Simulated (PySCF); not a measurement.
## Dipole response of Ni²⁺ (nickel, charge +2)

[Ar] 3d8, high-spin 3F determinant. Computed with PySCF 2.14 in dyall-av2z, with the non-relativistic Hamiltonian (point nucleus). Coupled (time-dependent) response in atomic units; α is the mean over directions. A double-zeta set is small for polarisabilities.

```
method  mean α (bohr³)  C₆ (like pair)  S(−4)
  MN15           3.075           8.356  4.761
PBEsol           3.282           9.036  5.941
```

S(−4) is the Cauchy moment in α(ω) = α(0) + S(−4) ω² + …

α(iu) at PBEsol:

```json
{"u (hartree)": "0", "α(iu) (bohr³)": "3.282"}
{"u (hartree)": "0.0500", "α(iu) (bohr³)": "3.267"}
{"u (hartree)": "0.100", "α(iu) (bohr³)": "3.225"}
{"u (hartree)": "0.200", "α(iu) (bohr³)": "3.072"}
{"u (hartree)": "0.300", "α(iu) (bohr³)": "2.867"}
{"u (hartree)": "0.500", "α(iu) (bohr³)": "2.445"}
{"u (hartree)": "0.750", "α(iu) (bohr³)": "2.018"}
{"u (hartree)": "1.00", "α(iu) (bohr³)": "1.700"}
{"u (hartree)": "1.50", "α(iu) (bohr³)": "1.258"}
{"u (hartree)": "2.00", "α(iu) (bohr³)": "0.9659"}
{"u (hartree)": "3.00", "α(iu) (bohr³)": "0.6226"}
{"u (hartree)": "5.00", "α(iu) (bohr³)": "0.3315"}
```

A single London oscillator, α(iu) = α/(1 + u²/ω²), gives C₆ = (3/4) ω α². Matching the computed C₆ needs ω = 4 × 9.036 / (3 × 3.282²) = 1.12 hartree.

For an ion, C₆ is the dispersion term alone; charge-induced terms of lower order in 1/R come first.
